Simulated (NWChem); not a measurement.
# C$_{2}$ClO$_{2}$Pt, doublet; SMILES [O+]#[C-]->[Pt]([Cl])<-[C-]#[O+]

Results from NWChem. Spin-unrestricted. The geometry was optimised at PBE-D3(BJ)/def2-SVP, spin-unrestricted. No frequency run checked for a minimum. The spin multiplicity was typed, not searched, and may not be the lowest. No stability test was run on the SCF state. def2 effective core potentials on Pt; no spin-orbit coupling.

Question: What does the run give for B3PW91/def2-SVP? Quantities: highest occupied level (eV); lowest empty minus highest occupied level, either spin (eV); dipole (D); <S²>.

Answer: 
```
Item                                                         Result
-----------------------------------------------------------  ------
highest occupied level (eV)                                   -6.87
lowest empty minus highest occupied level, either spin (eV)    2.36
dipole (D)                                                     2.62
<S²>                                                          0.754
```
